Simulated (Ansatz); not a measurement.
MBr2 with several metals: revPBE-D4/def2-TZVP single points in Ansatz on relaxed structures, gas phase. HOMO and LUMO are taken over both spins. Binding counts from free atoms in the multiplicity of their measured ground term, without zero-point energy. Singlets are spin-restricted. The structures are stationary points that may keep the symmetry of their start. Remarks come from the PBE and PBE0 runs and from stability tests at other levels; not every state was tested. HOMO above LUMO (over both spins in singlets and doublets, within one spin in higher multiplets; at PBE or PBE0), or a gap under 0.15 eV within one spin, warns that the state may not be the lowest or that an electron is smeared out.

```tsv
species	atoms	state	geometry	HOMO (eV)	LUMO (eV)	gap (eV)	binding per atom (eV)	point group (within 0.1 Å)	remarks
FeBr2	3	quintet	PBE-D4/def2-TZVP	-5.60	-5.05	0.55	2.47	D∞h	gap within one spin near zero
CrBr2	3	quintet	PBE-D4/def2-TZVP	-5.69	-5.64	0.05	2.19	D∞h	near-degenerate levels, gap within one spin near zero, spin-contaminated (⟨S²⟩ up to 6.12)
MnBr2	3	sextet	B3LYP-D4/def2-TZVP	-6.67	-4.36	2.32	2.52	D∞h	–
CoBr2	3	quartet	PBE0-D4/def2-TZVP	-6.40	-5.82	0.59	2.33	D∞h	–
```

The gap (eV) runs from 0.05 (CrBr2) to 2.32 (MnBr2).
